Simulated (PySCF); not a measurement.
HIPb (SMILES [I][PbH]), singlet, at a GFN2-xTB geometry (such geometries of metal compounds can be far from the true shape) (core potentials on I, Pb), with bond 2-1 at 1.8 times its length; PySCF with CASSCF(2,3)/def2-SVP.

The PySCF input:
```python
from pyscf import gto, scf, mcscf, mp
import numpy

mol = gto.Mole()
mol.atom = '''
    Pb   -0.62315407   -0.47582053    0.71382047
    H    -2.79164643   -1.65260666   -1.51704386
    I     0.99861332    0.75748818   -1.09448546
'''
mol.basis = 'def2-svp'
mol.ecp = {'I': 'def2-svp', 'Pb': 'def2-svp'}
mol.verbose = 4
mol.build()

mf = scf.RHF(mol)
mf.kernel()
mc = mcscf.CASSCF(mf, 3, 2)
mc.fix_spin_(ss=0.0)
noons, natorbs = mcscf.addons.make_natural_orbitals(mp.MP2(mf).run())
mc.kernel(natorbs)
occ = numpy.linalg.eigvalsh(mc.fcisolver.make_rdm1(mc.ci, mc.ncas, mc.nelecas))[::-1]
ss = mc.fcisolver.spin_square(mc.ci, mc.ncas, mc.nelecas)[0]
print('natural occupations', occ.round(4), ' <S^2>', round(ss, 4))
```

It wrote (shortened):

```
PySCF version 2.14.0

[INPUT] verbose = 4
[INPUT] num. atoms = 3
[INPUT] num. electrons = 48
[INPUT] charge = 0
[INPUT] spin (= nelec alpha-beta = 2S) = 0
[INPUT] symmetry False subgroup None
[INPUT] Mole.unit = angstrom
[INPUT] Symbol           X                Y                Z      unit          X                Y                Z       unit  Magmom
[INPUT]  1 Pb    -0.623154070000  -0.475820530000   0.713820470000 AA   -1.177590525708  -0.899170486145   1.348925190408 Bohr   0.0
[INPUT]  2 H     -2.791646430000  -1.652606660000  -1.517043860000 AA   -5.275447189320  -3.122973979032  -2.866797414353 Bohr   0.0
[INPUT]  3 I      0.998613320000   0.757488180000  -1.094485460000 AA    1.887105679143   1.431445202795  -2.068277766719 Bohr   0.0

nuclear repulsion = 113.271024768216
number of shells = 23
number of NR pGTOs = 129
number of NR cGTOs = 57
basis = def2-svp
ecp = {'I': 'def2-svp', 'Pb': 'def2-svp'}

******** <class 'pyscf.scf.hf.RHF'> ********
method = RHF
initial guess = minao
damping factor = 0
level_shift factor = 0
DIIS = <class 'pyscf.scf.diis.CDIIS'>
diis_start_cycle = 1
diis_space = 8
diis_damp = 0
SCF conv_tol = 1e-09
SCF conv_tol_grad = None
SCF max_cycles = 50
direct_scf = True
direct_scf_tol = 1e-13
Set gradient conv threshold to 3.16228e-05
Initial guess from minao.
init E= -432.127388906495
  HOMO = -0.9222364130095  LUMO = -0.918738955722281  gap/eV = 0.09517
cycle= 1 E= -487.262131782288  delta_E= -55.1  |g|= 2.47  |ddm|= 14.9
  HOMO = 0.0316855839569525  LUMO = 0.0665768997745779  gap/eV = 0.94944
cycle= 2 E= -487.549964201568  delta_E= -0.288  |g|= 1.75  |ddm|= 6.77
  HOMO = -0.142224254509658  LUMO = -0.0595733101354545  gap/eV = 2.24905
cycle= 3 E= -488.823486665923  delta_E= -1.27  |g|= 0.538  |ddm|= 3.45
  HOMO = -0.26464527258465  LUMO = -0.0703306736813722  gap/eV = 5.28757
cycle= 4 E= -488.982039355093  delta_E= -0.159  |g|= 0.105  |ddm|= 1.18
  HOMO = -0.262686679757911  LUMO = -0.0356099739637221  gap/eV = 6.17907
cycle= 5 E= -488.991239321094  delta_E= -0.0092  |g|= 0.038  |ddm|= 0.307
  HOMO = -0.259105282673774  LUMO = -0.0395444874226918  gap/eV = 5.97455
cycle= 6 E= -488.992833563069  delta_E= -0.00159  |g|= 0.0128  |ddm|= 0.141
  HOMO = -0.256707409425574  LUMO = -0.0389236790145686  gap/eV = 5.92620
cycle= 7 E= -488.993069769677  delta_E= -0.000236  |g|= 0.00362  |ddm|= 0.0531
  HOMO = -0.256973989971812  LUMO = -0.0393373153725394  gap/eV = 5.92220
cycle= 8 E= -488.993088709996  delta_E= -1.89e-05  |g|= 0.00113  |ddm|= 0.0149
  HOMO = -0.257216017783517  LUMO = -0.039123870293249  gap/eV = 5.93459
cycle= 9 E= -488.993090527538  delta_E= -1.82e-06  |g|= 0.000277  |ddm|= 0.00529
  HOMO = -0.257142757025966  LUMO = -0.0391640521956198  gap/eV = 5.93150
cycle= 10 E= -488.993090623758  delta_E= -9.62e-08  |g|= 0.000103  |ddm|= 0.00125
  HOMO = -0.257156606950001  LUMO = -0.0391358429091664  gap/eV = 5.93265
cycle= 11 E= -488.993090634449  delta_E= -1.07e-08  |g|= 3.38e-05  |ddm|= 0.000415
  HOMO = -0.257157985626567  LUMO = -0.0391367872070365  gap/eV = 5.93266
cycle= 12 E= -488.993090636476  delta_E= -2.03e-09  |g|= 1.21e-05  |ddm|= 0.000147
  HOMO = -0.257157563179075  LUMO = -0.0391368916961534  gap/eV = 5.93264
cycle= 13 E= -488.993090636791  delta_E= -3.15e-10  |g|= 2.21e-06  |ddm|= 6.67e-05
  HOMO = -0.257157063658499  LUMO = -0.0391370786442948  gap/eV = 5.93263
Extra cycle  E= -488.993090636798  delta_E= -6.37e-12  |g|= 1.01e-06  |ddm|= 8.28e-06
converged SCF energy = -488.993090636798

******** <class 'pyscf.mp.mp2.RMP2'> ********
nocc = 24, nmo = 57
E(RMP2) = -489.240496364882  E_corr = -0.247405728084453
E(SCS-RMP2) = -489.232092018237  E_corr = -0.239001381439101
E_corr(same-spin) = -0.0667909526102801
E_corr(oppo-spin) = -0.180614775474173

******** <class 'pyscf.mcscf.mc1step.CASSCF'> ********
CAS (1e+1e, 3o), ncore = 23, nvir = 31
max_cycle_macro = 50
max_cycle_micro = 4
conv_tol = 1e-07
conv_tol_grad = None
orbital rotation max_stepsize = 0.02
orbital rotation threshold for CI restart = 0.01
augmented hessian ah_max_cycle = 30
augmented hessian ah_conv_tol = 1e-12
augmented hessian ah_linear dependence = 1e-14
augmented hessian ah_level shift = 1e-08
augmented hessian ah_start_tol = 2.5
augmented hessian ah_start_cycle = 3
augmented hessian ah_grad_trust_region = 3
kf_trust_region = 3
kf_interval = 4
ci_response_space = 4
ci_grad_trust_region = 3
with_dep4 0
natorb = False
canonicalization = True
sorting_mo_energy = False
ao2mo_level = 2
internal_rotation = False
******** <class 'pyscf.fci.addons.SpinPenaltyFCISolver'> ********
max. cycles = 50
conv_tol = 1e-08
davidson only = True
linear dependence = 1e-12
level shift = 0.001
max iter space = 12
nroots = 1
pspace_size = 400
spin = None
CASCI E = -489.039114586848  S^2 = 0.0000000
Set conv_tol_grad to 0.000316228
macro iter   1 ( 17 JK    4 micro), CASSCF E = -489.052215543627  dE = -1.31009568e-02  S^2 = 0.0000000
               |grad[o]|=0.103  |grad[c]|=0.014  |ddm|=0.193  |maxRot[o]|=0.155
macro iter   2 ( 21 JK    4 micro), CASSCF E = -489.052348244103  dE = -1.32700476e-04  S^2 = 0.0000000
               |grad[o]|=0.00907  |grad[c]|=0.00231  |ddm|=0.00129  |maxRot[o]|=0.308
macro iter   3 ( 21 JK    4 micro), CASSCF E = -489.052608836483  dE = -2.60592381e-04  S^2 = 0.0000000
               |grad[o]|=0.00666  |grad[c]|=0.00157  |ddm|=0.00102  |maxRot[o]|=0.304
macro iter   4 ( 21 JK    4 micro), CASSCF E = -489.052769950417  dE = -1.61113934e-04  S^2 = 0.0000000
               |grad[o]|=0.00456  |grad[c]|=0.000868  |ddm|=0.00186  |maxRot[o]|=0.305
macro iter   5 ( 16 JK    4 micro), CASSCF E = -489.052774950734  dE = -5.00031638e-06  S^2 = 0.0000000
               |grad[o]|=0.00134  |grad[c]|=0.000156  |ddm|=0.00246  |maxRot[o]|=0.0604
macro iter   6 (  3 JK    1 micro), CASSCF E = -489.052774955479  dE = -4.74506123e-09  S^2 = 0.0000000
               |grad[o]|=5.18e-05  |grad[c]|=3.84e-05  |ddm|=6.52e-05  |maxRot[o]|=0.000617
1-step CASSCF converged in   6 macro ( 99 JK  21 micro) steps
CASSCF canonicalization
Density matrix diagonal elements [1.56979124e+00 4.29695844e-01 5.12914200e-04]
CASSCF energy = -489.052774955479
CASCI E = -489.052774955479  E(CI) = -0.941498617342631  S^2 = 0.0000000
natural occupations [1.5846e+00 4.1490e-01 4.0000e-04]  <S^2> 0.0
```
